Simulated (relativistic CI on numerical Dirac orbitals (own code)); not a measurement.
## Xe XII: q coefficients and field-shift factors

Calculated at this level of theory: Dirac-Coulomb-Breit CI, orbitals from a KLI potential per configuration, derivatives by finite differences, unscaled Slater integrals, QED left out (own radial code, finite nucleus).

Configuration list (outside the closed core [Ar] 3d10): 4s²4p⁶4d⁷, 4s²4p⁵4d⁸, 4s²4p⁶4d⁶4f, 4s²4p⁶4d⁶5s, 4s²4p⁴4d⁹, 4s4p⁶4d⁸, 4s²4p⁶4d⁵5s², 4s²4p⁶4d⁶5d. Levels of other configurations are missing.

With x = (α/α₀)² − 1 an excitation energy changes as ω = ω₀ + qx; K = 2q/ω₀ is the relative enhancement. Terms are leading LS components, so labels can repeat. The field-shift factor is F = δν/δ⟨r²⟩ for the transition from the lowest level.

Lowest level 4s²4p⁶4d⁷ ⁴F9/2.

```tsv
Level	ω₀ (cm⁻¹)	q (cm⁻¹)	F (GHz/fm²)
4s²4p⁶4d⁷ ⁴F7/2	13426	15210	0.195
4s²4p⁶4d⁷ ⁴F5/2	17699	12720	0.175
4s²4p⁶4d⁷ ⁴F3/2	18749	5112	0.0227
4s²4p⁶4d⁷ ⁴P3/2	26596	12990	0.14
4s²4p⁶4d⁷ ⁴P5/2	30726	11720	0.23
4s²4p⁶4d⁷ ²G9/2	34016	10920	0.187
4s²4p⁶4d⁷ ⁴P1/2	36149	14350	0.159
4s²4p⁶4d⁷ ²G7/2	44850	19760	0.295
4s²4p⁶4d⁷ ²H11/2	46867	13230	0.29
4s²4p⁶4d⁷ ⁴P3/2	47602	26820	0.339
4s²4p⁶4d⁷ ²D5/2	49344	23140	0.323
4s²4p⁶4d⁷ ²P1/2	54984	31020	0.262
4s²4p⁶4d⁷ ²H9/2	60784	29430	0.485
```

At this charge energies of transitions that change n are usually good to better than 1 %, and those within a shell (Δn = 0) to a few per cent. Terms inside the open d or f shell come out 10 to 20 % too wide with unscaled integrals. Levels and lines within the n = 5 or 6 shells can be off by up to 10 % or somewhat more, and those that change n by about 2 %, since core polarisation is missing.

**Question.** Which transition from the lowest level has the largest |K|?

**Answer.** 4s²4p⁶4d⁷ ⁴F7/2 at 13426 cm⁻¹, K = 2.27.
